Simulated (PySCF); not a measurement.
Orbital picture of KO⁺

M06-L at R = 3.012 Å; K x2c-SVPall, O x2c-SVPall; spin-free X2C with a Gaussian nucleus (PySCF 2.14). State: ³Σ⁻ (triplet), unpaired electrons π ↑↑. Only the outer orbitals are listed, counted within each symmetry.

```
spin  orbital  occ.  ε (eV)  on K (%)  main shells (%)
   α       5σ     1  -43.08       100          100 K s
   α       6σ     1  -31.67         0          100 O s
   α       2π     1  -25.47       100          100 K p
   α       2π     1  -25.47       100          100 K p
   α       7σ     1  -25.43       100          100 K p
   α       3π     1  -16.19         0          100 O p
   α       3π     1  -16.19         0          100 O p
   α       8σ     1  -14.35         1           99 O p
   α       9σ     0   -5.32       100           99 K s
   α       4π     0   -3.64       100          100 K p
   α       4π     0   -3.64       100          100 K p
   β       5σ     1  -43.08       100          100 K s
   β       6σ     1  -26.24         5           95 O s
   β       2π     1  -25.47       100          100 K p
   β       2π     1  -25.47       100          100 K p
   β       7σ     1  -25.40        96           96 K p
   β       8σ     1  -12.76         2           98 O p
   β       3π     0   -9.82         2           98 O p
   β       3π     0   -9.82         2           98 O p
   β       9σ     0   -5.31       100           99 K s
```

Problem. Which are the highest filled and the lowest empty level, where do they sit, and how wide is the gap?

Solution. Highest filled β 8σ at -12.76 eV (in %: 98 O p); lowest empty β 3π at -9.82 eV (in %: 98 O p); the gap at M06-L is 2.94 eV.

* bond order (Mayer): 0.09
* ⟨S²⟩: 2.007
* charge on K (Mulliken, basis-dependent): 0.95
* charge on K (Löwdin, basis-dependent): 0.88
* dipole moment (positive dipole points towards O; it is taken about the centre of mass and depends on that origin): -3.80 D

The state is the lowest determinant that a PBE0 search found; another state may lie lower at other levels.
